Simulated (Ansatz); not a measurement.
`[GeH3][SnH3]` + `F[SiH](F)F` → `F[Si](F)(F)[SnH3]` + GeH₄ at 600 K and 1 bar (formal exchange of groups at the Sn–Ge bond).

Computed with Ansatz on PBE0-D4/def2-TZVP structures; ΔE is electronic, products minus reactants. CCSD(T)/CBS adds triple-zeta CCSD(T) − MP2 to the extrapolated MP2 energy (def2 sets, frozen cores). def2 core potentials past Kr. For Ge, Sn outer-core shells are correlated without core-valence functions, which leaves a few kJ/mol of doubt a bond. Scalar relativity is left out up to krypton.

```json
{"species": "`[GeH3][SnH3]`", "CCSD(T)/CBS energy (Eh)": "-2293.72326", "H − E (kJ/mol)": "164.5", "S (J/(mol·K))": "395.6"}
{"species": "`F[SiH](F)F`", "CCSD(T)/CBS energy (Eh)": "-589.26725", "H − E (kJ/mol)": "84.1", "S (J/(mol·K))": "330.7"}
{"species": "`F[Si](F)(F)[SnH3]`", "CCSD(T)/CBS energy (Eh)": "-804.48109", "H − E (kJ/mol)": "141.7", "S (J/(mol·K))": "460.1"}
{"species": "GeH₄", "CCSD(T)/CBS energy (Eh)": "-2078.49493", "H − E (kJ/mol)": "105.8", "S (J/(mol·K))": "256.4"}
```

H − E and S are ideal-gas, rigid-rotor, harmonic terms from PBE0-D4/def2-TZVP. 1 Eh = 2625.50 kJ/mol, R = 8.31446 J/(mol·K).

Problem. By hand: ΔE, ΔH, ΔS and ΔG.

Solution. ΔE = (-804.48109) + (-2078.49493) − (-2293.72326) − (-589.26725) = 0.01449 Eh = 38.0 kJ/mol. Δ(H − E) = 141.7 + 105.8 − 164.5 − 84.1 = -1.1, so ΔH = 36.9 kJ/mol. ΔS = 460.1 + 256.4 − 395.6 − 330.7 = -9.8 J/(mol·K). ΔG = 36.9 − 600 × (-9.8)/1000 = 42.8 kJ/mol.

Problem. By hand: the equilibrium constant, and the temperature at which ΔG would vanish if ΔH and ΔS stayed fixed.

Solution. log₁₀ K = −ΔG/(RT ln 10) = -3.7. ΔH and −TΔS have one sign here, so there is no such temperature.

The number of gas molecules stays the same, so ΔS is small and ΔH decides. A doubt of 5 kJ/mol in ΔE shifts log₁₀ K by 0.4 here. Modes under 60 cm⁻¹, often nearly free rotors, make the harmonic entropy too high. These are equilibria of isolated gas molecules and say nothing of rates. Largest T1 diagnostic: 0.013 (customary marks: 0.02 for closed shells, 0.045 for open ones).
